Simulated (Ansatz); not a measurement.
Mulliken charges of `N[SiH2][Al]([OH])[Cl]` from PBE/def2-TZVPP in Ansatz (PBE0-D4/def2-TZVP geometry).

```
atom   x (Å)   y (Å)   z (Å)  charge (e)
  N1  -0.335  -0.219   2.149      -0.370
 Si2   0.285  -0.861   0.665       0.136
 Al3  -0.011   0.576  -1.305       0.477
  O4   0.555   0.144  -2.839      -0.359
 Cl5  -1.009   2.430  -1.104      -0.265
  H6  -1.333  -0.099   2.232       0.150
  H7   0.134   0.580   2.549       0.150
  H8   1.738  -1.122   0.861      -0.049
  H9  -0.394  -2.164   0.416      -0.050
 H10   0.452   0.684  -3.622       0.179
```

Problem. By hand: the dipole of these point charges (1 e Å = 4.8032 D).

Solution. Σ q r = (0.061, -0.099, -0.010) e Å, of length 0.117 e Å = 0.56 D.

Problem. How does the dipole of the full density compare? (Estimate.)

Solution. Computed: (-0.050, 0.091, 0.073) e Å, 0.61 D; the point charges give 0.92 times that, at 150° from its direction, so they point the opposite way.

Point charges leave out the atoms' own dipoles, such as those of lone pairs, and Mulliken's split depends on the basis, so the two needn't agree.
